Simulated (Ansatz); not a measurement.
Job for Ansatz (a program for electronic structure): R-B3LYP/def2-TZVPP on C2H4BCl (SMILES C=CBCl), a point of a torsion scan.

Ansatz 0.2 input:
```yaml
crystal:
  periodic: [false, false, false]
  atoms:
    - {symbol: C, position_ang: [-1.23633801, 0.08929038, -0.14572489]}
    - {symbol: C, position_ang: [-0.14052862, -0.42539649, 0.41460822]}
    - {symbol: B, position_ang: [1.30312982, -0.20049459, -0.10313097]}
    - {symbol: Cl, position_ang: [1.57858120, 0.75825031, -1.47568408]}
    - {symbol: H, position_ang: [-1.17357617, 0.71396060, -1.02332060]}
    - {symbol: H, position_ang: [-2.22776545, -0.08770300, 0.24112436]}
    - {symbol: H, position_ang: [-0.27350734, -1.04485826, 1.29487725]}
    - {symbol: H, position_ang: [2.23441365, -0.67798641, 0.42884406]}
basis:
  gaussian:
    orbitals: def2-TZVPP
hamiltonian:
  xc: {name: B3LYP}
scf: {lower_state_search: off}
```

Question: What total energy does the run end on?

Answer: -563.7545 hartree.
